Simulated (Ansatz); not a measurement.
Program: Ansatz. Geometries: PBE0-D4/def2-TZVP. ΔE: electronic, gas phase. CCSD(T)/CBS is the MP2 limit (def2-TZVPP, def2-QZVPP) plus CCSD(T) − MP2 in def2-TZVPP, frozen cores. This one scheme is used for every species. Functionals use def2-TZVPP. B3LYP here is the variant with VWN-RPA as its local correlation; programs differ in this. def2 core potentials past Kr. For In outer-core shells are correlated without core-valence functions, which leaves a few kJ/mol of doubt a bond. One conformer a species, not always the lowest.

Reaction (formal exchange of groups at the In–C bond): `C[CH2][In]([OH])[SH]` + `COCS` → `[OH][In]([SH])[SH]` + `CCCOC`

`C[CH2][In]([OH])[SH]`:

Z-matrix (Å, degrees):
```
C
C 1 1.522
H 1 1.092 2 112.0
H 1 1.095 2 111.1 3 -119.9
H 1 1.092 2 112.0 3 120.3
In 2 2.153 1 113.8 3 -60.1
H 2 1.093 1 111.5 3 179.3
H 2 1.093 1 111.5 3 60.4
S 6 2.383 2 126.2 1 0.1
O 6 1.993 2 126.2 1 -179.9
H 9 1.344 6 91.6 2 180.0
H 10 0.960 6 113.9 2 -0.1
```

`COCS`:

Z-matrix (Å, degrees):
```
C
O 1 1.407
H 1 1.098 2 111.0
H 1 1.095 2 111.3 3 -121.4
H 1 1.089 2 107.1 3 119.0
C 2 1.386 1 114.0 3 59.7
S 6 1.823 2 115.7 1 69.3
H 6 1.089 2 107.0 1 -169.1
H 6 1.098 2 111.8 1 -49.7
H 7 1.342 6 96.0 2 68.6
```

`[OH][In]([SH])[SH]`:

Cartesian coordinates in Å:
```
O 0.430 1.024 1.640
In -0.001 0.063 -0.034
S -0.189 -2.284 0.189
S -0.285 1.276 -2.055
H 0.502 1.975 1.528
H 0.080 -2.222 1.505
H -0.538 0.168 -2.771
```

`CCCOC`:

```xyz
15

C    -1.579    1.378    0.946
C    -0.705    0.138    1.000
C     0.150   -0.009   -0.236
O     0.931   -1.169   -0.127
C     1.751   -1.368   -1.242
H    -0.977    2.287    0.862
H    -2.190    1.469    1.846
H    -2.257    1.350    0.088
H    -0.048    0.171    1.875
H    -1.321   -0.760    1.105
H    -0.487   -0.064   -1.135
H     0.798    0.875   -0.358
H     2.320   -2.284   -1.077
H     1.161   -1.478   -2.164
H     2.454   -0.534   -1.382
```

```json
{"level": "r2SCAN-D4", "ΔE (kcal/mol)": "-28.0", "difference from CCSD(T)/CBS": "-0.1"}
{"level": "PBE0-D4", "ΔE (kcal/mol)": "-28.1", "difference from CCSD(T)/CBS": "-0.2"}
{"level": "ωB97X-V", "ΔE (kcal/mol)": "-28.6", "difference from CCSD(T)/CBS": "-0.7"}
{"level": "ωB97M-V", "ΔE (kcal/mol)": "-28.3", "difference from CCSD(T)/CBS": "-0.4"}
{"level": "PBE", "ΔE (kcal/mol)": "-26.1", "difference from CCSD(T)/CBS": "1.8"}
{"level": "PBE0", "ΔE (kcal/mol)": "-28.5", "difference from CCSD(T)/CBS": "-0.6"}
{"level": "B3LYP", "ΔE (kcal/mol)": "-28.2", "difference from CCSD(T)/CBS": "-0.3"}
{"level": "MP2/def2-TZVPP", "ΔE (kcal/mol)": "-27.7", "difference from CCSD(T)/CBS": "0.2"}
{"level": "SCS-MP2/def2-TZVPP", "ΔE (kcal/mol)": "-28.1", "difference from CCSD(T)/CBS": "-0.2"}
{"level": "CCSD/def2-TZVPP", "ΔE (kcal/mol)": "-29.1", "difference from CCSD(T)/CBS": "-1.2"}
{"level": "CCSD(T)/def2-TZVPP", "ΔE (kcal/mol)": "-28.1", "difference from CCSD(T)/CBS": "-0.2"}
{"level": "HF/def2-QZVPP", "ΔE (kcal/mol)": "-34.3", "difference from CCSD(T)/CBS": "-6.4"}
{"level": "MP2/def2-QZVPP", "ΔE (kcal/mol)": "-27.5", "difference from CCSD(T)/CBS": "0.4"}
{"level": "SCS-MP2/def2-QZVPP", "ΔE (kcal/mol)": "-28.1", "difference from CCSD(T)/CBS": "-0.2"}
{"level": "MP2/CBS(def2)", "ΔE (kcal/mol)": "-27.5", "difference from CCSD(T)/CBS": "0.4"}
{"level": "CCSD/CBS(def2)", "ΔE (kcal/mol)": "-28.9", "difference from CCSD(T)/CBS": "-1.0"}
{"level": "CCSD(T)/CBS", "ΔE (kcal/mol)": "-27.9", "difference from CCSD(T)/CBS": "0"}
```

Largest T1 diagnostic among the species: 0.015.

In def2-TZVPP, CCSD(T) changes the Hartree–Fock value by +6.3 kcal/mol (the triples alone add +1.0 kcal/mol) and MP2 by +6.7 kcal/mol. From PBE to PBE0 (25 % exact exchange), in def2-TZVPP and without D4, ΔE moves by −2.3 kcal/mol.
